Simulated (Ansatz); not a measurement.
`C[SiH2][Te]C` → `C[Te]C` + `[SiH2]` at 400 K and 1 bar (silylene formation by 1,1-elimination).

Calculated with Ansatz (gas phase, PBE0-D4/def2-TZVP geometries, no zero-point term in ΔE). CCSD(T)/CBS is the MP2 limit (def2-TZVPP, def2-QZVPP) plus CCSD(T) − MP2 in def2-TZVPP, frozen cores. This one scheme is used for every species. Elements past krypton have def2 core potentials. For Te outer-core shells are correlated without core-valence functions, which leaves a few kJ/mol of doubt a bond. Each species was taken in one conformer, which may not be the lowest.

```csv
species,CCSD(T)/CBS energy (Eh),H − E (kJ/mol),S (J/(mol·K))
`C[SiH2][Te]C`,-637.75508,274.7,416.6
`C[Te]C`,-347.43957,217.8,339.8
`[SiH2]`,-290.19011,44.2,218.1
```

H − E and S are ideal-gas, rigid-rotor, harmonic terms from PBE0-D4/def2-TZVP, for one conformer and one mirror image of each species. 1 Eh = 2625.50 kJ/mol, R = 8.31446 J/(mol·K).

Q: By hand: ΔE, ΔH, ΔS and ΔG.

A: ΔE = (-347.43957) + (-290.19011) − (-637.75508) = 0.12540 Eh = 329.2 kJ/mol. Δ(H − E) = 217.8 + 44.2 − 274.7 = -12.7, so ΔH = 316.5 kJ/mol. ΔS = 339.8 + 218.1 − 416.6 = 141.3 J/(mol·K). ΔG = 316.5 − 400 × (141.3)/1000 = 260.0 kJ/mol.

Q: By hand: the equilibrium constant, and the temperature at which ΔG would vanish if ΔH and ΔS stayed fixed.

A: log₁₀ K = −ΔG/(RT ln 10) = -34.0. ΔG = 0 at ΔH/ΔS = 2240 K.

The number of gas molecules changes by +1, which sets the sign of ΔS. A doubt of 5 kJ/mol in ΔE shifts log₁₀ K by 0.7 here. Other conformers and mirror images would add mixing entropy, several J/(mol·K) or more a flexible species. Modes under 60 cm⁻¹, often nearly free rotors, make the harmonic entropy too high. These are equilibria of isolated gas molecules and say nothing of rates. Largest T1 diagnostic: 0.014 (customary marks: 0.02 for closed shells, 0.045 for open ones).
